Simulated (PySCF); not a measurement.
PySCF input for CH5F2NOSi, SMILES N[Si@](O)(F)CF, TDA-PBE/def2-SVPD. The structure is a stationary point at B3LYP-D3(BJ)/def2-SVP. The structure was generated by enumeration; whether it is a known compound was not checked. The values are those of a single conformer.

```python
import numpy as np
from pyscf import gto, scf, dft, tdscf

mol = gto.M(
    atom='''
    N     1.50291386   -0.63196925    0.55916279
    Si    0.17849780    0.34626292    0.15160103
    O     0.59798843    1.41218250   -1.04570286
    F    -0.35918446    1.28437311    1.37817817
    C    -1.26718988   -0.80770183   -0.23460085
    F    -0.79986557   -1.92155880   -0.93484696
    H     2.46207389   -0.30614048    0.51844413
    H     1.42474542   -1.63455227    0.42357529
    H     0.13958157    2.26073660   -1.05691112
    H    -1.74849414   -1.15335285    0.69836569
    H    -2.04659075   -0.30716487   -0.83678096
    ''',
    basis='def2-SVPD',
    charge=0,
    spin=0,
    max_memory=1600,
    verbose=4,
)
mf = dft.RKS(mol, xc='pbe').density_fit(auxbasis='def2-universal-jkfit')
mf.grids.level = 3
mf.conv_tol = 1e-9
mf.max_cycle = 100
mf.kernel()
mf.grids = dft.Grids(mol).set(level=1).build(with_non0tab=True)  # coarser grid for the response kernel
td = tdscf.TDA(mf)
td.singlet = True
td.nstates = 10
td.conv_tol = 1e-4
td.positive_eig_threshold = 1e-6
td.kernel(x0=td.get_init_guess(mf, 15))
td.analyze()
tt = tdscf.TDA(mf)
tt.singlet = False
tt.nstates = 4
tt.conv_tol = 1e-4
tt.positive_eig_threshold = 1e-6
tt.kernel(x0=tt.get_init_guess(mf, 9))
tt.analyze(verbose=3)
```

Output:

```
PySCF version 2.14.0

[INPUT] verbose = 4
[INPUT] num. atoms = 11
[INPUT] num. electrons = 58
[INPUT] charge = 0
[INPUT] spin (= nelec alpha-beta = 2S) = 0
[INPUT] symmetry False subgroup None
[INPUT] Mole.unit = angstrom
[INPUT] Symbol           X                Y                Z      unit          X                Y                Z       unit  Magmom
[INPUT]  1 N      1.502913860000  -0.631969250000   0.559162790000 AA    2.840095584213  -1.194248801647   1.056664532148 Bohr   0.0
[INPUT]  2 Si     0.178497800000   0.346262920000   0.151601030000 AA    0.337311955837   0.654342085892   0.286484426902 Bohr   0.0
[INPUT]  3 O      0.597988430000   1.412182500000  -1.045702860000 AA    1.130034358359   2.668638162904  -1.976092013074 Bohr   0.0
[INPUT]  4 F     -0.359184460000   1.284373110000   1.378178170000 AA   -0.678760257600   2.427113419656   2.604379292154 Bohr   0.0
[INPUT]  5 C     -1.267189880000  -0.807701830000  -0.234600850000 AA   -2.394641821020  -1.526335249010  -0.443331355090 Bohr   0.0
[INPUT]  6 F     -0.799865570000  -1.921558800000  -0.934846960000 AA   -1.511526863769  -3.631219864248  -1.766604722782 Bohr   0.0
[INPUT]  7 H      2.462073890000  -0.306140480000   0.518444130000 AA    4.652645350543  -0.578521662843   0.979717416588 Bohr   0.0
[INPUT]  8 H      1.424745420000  -1.634552270000   0.423575290000 AA    2.692378641028  -3.088856126586   0.800441291233 Bohr   0.0
[INPUT]  9 H      0.139581570000   2.260736600000  -1.056911120000 AA    0.263770939337   4.272173013780  -1.997272554807 Bohr   0.0
[INPUT] 10 H     -1.748494140000  -1.153352850000   0.698365690000 AA   -3.304175055007  -2.179521011487   1.319719888893 Bohr   0.0
[INPUT] 11 H     -2.046590750000  -0.307164870000  -0.836780960000 AA   -3.867496006568  -0.580457479388  -1.581286840651 Bohr   0.0

nuclear repulsion = 333.832702147431
number of shells = 73
number of NR pGTOs = 251
number of NR cGTOs = 173
basis = def2-SVPD
ecp = {}


[settings echo left out]
init E= -659.908550795722
  HOMO = -0.326198105326512  LUMO = -0.0502899969226599  gap/eV = 7.50784
cycle= 1 E= -659.333436618847  delta_E= 0.575  |g|= 1.03  |ddm|= 4.22
  HOMO = -0.129555749677052  LUMO = -0.00172589806410661  gap/eV = 3.47843
cycle= 2 E= -658.65545793774  delta_E= 0.678  |g|= 2.12  |ddm|= 2.91
  HOMO = -0.240633463518317  LUMO = -0.0287098318128662  gap/eV = 5.76674
cycle= 3 E= -659.525214821316  delta_E= -0.87  |g|= 0.211  |ddm|= 2.11
  HOMO = -0.254959089838704  LUMO = -0.025547851285594  gap/eV = 6.24260
cycle= 4 E= -659.53301493982  delta_E= -0.0078  |g|= 0.112  |ddm|= 0.292
  HOMO = -0.244348310091338  LUMO = -0.0246707513651447  gap/eV = 5.97773
cycle= 5 E= -659.535229553935  delta_E= -0.00221  |g|= 0.0283  |ddm|= 0.104
  HOMO = -0.245270859319171  LUMO = -0.0245805221998996  gap/eV = 6.00529
cycle= 6 E= -659.535390360329  delta_E= -0.000161  |g|= 0.00924  |ddm|= 0.0334
  HOMO = -0.245647174832005  LUMO = -0.0248157955244834  gap/eV = 6.00913
cycle= 7 E= -659.535408441386  delta_E= -1.81e-05  |g|= 0.0019  |ddm|= 0.00967
  HOMO = -0.245440751378662  LUMO = -0.0248428208246443  gap/eV = 6.00278
cycle= 8 E= -659.535408901772  delta_E= -4.6e-07  |g|= 0.00104  |ddm|= 0.00208
  HOMO = -0.245549653599905  LUMO = -0.0248653268361716  gap/eV = 6.00513
cycle= 9 E= -659.535409122457  delta_E= -2.21e-07  |g|= 0.000124  |ddm|= 0.0011
  HOMO = -0.245543943406825  LUMO = -0.0248652165912944  gap/eV = 6.00497
cycle= 10 E= -659.535409125601  delta_E= -3.14e-09  |g|= 3.33e-05  |ddm|= 0.00021
  HOMO = -0.245547539399519  LUMO = -0.0248655855346533  gap/eV = 6.00506
cycle= 11 E= -659.535409125611  delta_E= -1.01e-11  |g|= 3.42e-05  |ddm|= 5.95e-05
  HOMO = -0.24554635746316  LUMO = -0.0248658570936855  gap/eV = 6.00502
cycle= 12 E= -659.535409125818  delta_E= -2.07e-10  |g|= 5.49e-06  |ddm|= 2.87e-05
  HOMO = -0.245546035325928  LUMO = -0.0248655508411595  gap/eV = 6.00502
Extra cycle  E= -659.535409125806  delta_E= 1.15e-11  |g|= 9.27e-06  |ddm|= 1.4e-05
converged SCF energy = -659.535409125806
tot grids = 44856
Overwritten attributes  positive_eig_threshold  of <class 'pyscf.tdscf.rks.TDA'>


******** <class 'pyscf.tdscf.rks.TDA'> for <class 'pyscf.df.df_jk.DFRKS'> ********
nstates = 10 singlet
deg_eia_thresh = 1.000e-03
wfnsym = None
conv_tol = 0.0001
eigh lindep = 1e-12
eigh level_shift = 0
eigh max_cycle = 100


Excitation energies (eV)
[6.06801357 6.44600583 6.64657161 7.09873734 7.33812583 7.42754569
 7.55827939 7.74250511 7.8040154  7.92356225]

** Singlet excitation energies and oscillator strengths **
Excited State   1:      6.06801 eV    204.32 nm  f=0.0213
      29 -> 30       -0.69360
      29 -> 31        0.13106
Excited State   2:      6.44601 eV    192.34 nm  f=0.0217
      29 -> 30        0.12785
      29 -> 31        0.68904
Excited State   3:      6.64657 eV    186.54 nm  f=0.0433
      28 -> 30        0.70335
Excited State   4:      7.09874 eV    174.66 nm  f=0.0060
      28 -> 31        0.69290
Excited State   5:      7.33813 eV    168.96 nm  f=0.0336
      29 -> 32        0.63337
      29 -> 33       -0.27578
Excited State   6:      7.42755 eV    166.92 nm  f=0.0142
      29 -> 32       -0.25586
      29 -> 33       -0.64464
Excited State   7:      7.55828 eV    164.04 nm  f=0.0060
      26 -> 30       -0.13202
      27 -> 30        0.69074
Excited State   8:      7.74251 eV    160.13 nm  f=0.0037
      26 -> 30        0.20033
      28 -> 32       -0.66342
Excited State   9:      7.80402 eV    158.87 nm  f=0.0329
      26 -> 30       -0.65177
      27 -> 30       -0.11471
      28 -> 32       -0.19979
Excited State  10:      7.92356 eV    156.48 nm  f=0.0063
      27 -> 31        0.66411
      28 -> 33       -0.17804

** Transition electric dipole moments (AU) **
state          X           Y           Z        Dip. S.      Osc.
  1         0.0680     -0.0615      0.3673      0.1433      0.0213
  2        -0.1951      0.0385     -0.3131      0.1376      0.0217
  3         0.4567      0.2369      0.0339      0.2658      0.0433
  4         0.0854     -0.1513     -0.0676      0.0347      0.0060
  5         0.3172     -0.1726     -0.2373      0.1867      0.0336
  6        -0.2101      0.1703     -0.0685      0.0779      0.0142
  7         0.0818      0.1019      0.1238      0.0324      0.0060
  8        -0.0719      0.1199     -0.0089      0.0196      0.0037
  9        -0.0677      0.0818     -0.4013      0.1723      0.0329
 10        -0.0887      0.1233     -0.0975      0.0326      0.0063

** Transition velocity dipole moments (imaginary part, AU) **
state          X           Y           Z        Dip. S.      Osc.
  1         0.0082     -0.0074      0.0753      0.0058      0.0173
  2        -0.0237      0.0040     -0.0579      0.0039      0.0111
  3         0.0956      0.0501      0.0162      0.0119      0.0325
  4        -0.0201     -0.0307      0.0030      0.0014      0.0035
  5         0.0411     -0.0242     -0.0816      0.0089      0.0221
  6        -0.0225      0.0353     -0.0133      0.0019      0.0047
  7         0.0158      0.0206      0.0255      0.0013      0.0032
  8        -0.0291      0.0178      0.0330      0.0023      0.0053
  9        -0.0264      0.0196     -0.0878      0.0088      0.0204
 10         0.0004      0.0135     -0.0125      0.0003      0.0008

** Transition magnetic dipole moments (imaginary part, AU) **
state          X           Y           Z
  1         0.2608      0.4501      0.1766
  2        -0.1467     -0.3188      0.0574
  3        -0.1455      0.0392      0.4438
  4         0.1034     -0.2199      0.1961
  5        -0.1703     -0.3306      0.0934
  6        -0.1212      0.0909     -0.0222
  7        -0.3004      0.4098      0.1566
  8        -0.1311      0.2775      0.0237
  9         0.5009     -0.0680      0.0668
 10         0.3897      0.1319     -0.2349


******** <class 'pyscf.tdscf.rks.TDA'> for <class 'pyscf.df.df_jk.DFRKS'> ********
nstates = 4 triplet
deg_eia_thresh = 1.000e-03
wfnsym = None
conv_tol = 0.0001
eigh lindep = 1e-12
eigh level_shift = 0
eigh max_cycle = 100


Excitation energies (eV)
[5.90013835 6.25385472 6.49138775 6.65865294]

** Triplet excitation energies and oscillator strengths **
Excited State   1:      5.90014 eV    210.14 nm  f=0.0000
Excited State   2:      6.25385 eV    198.25 nm  f=0.0000
Excited State   3:      6.49139 eV    191.00 nm  f=0.0000
Excited State   4:      6.65865 eV    186.20 nm  f=0.0000
```

The run converged.

Cost: very roughly 100 core-seconds.
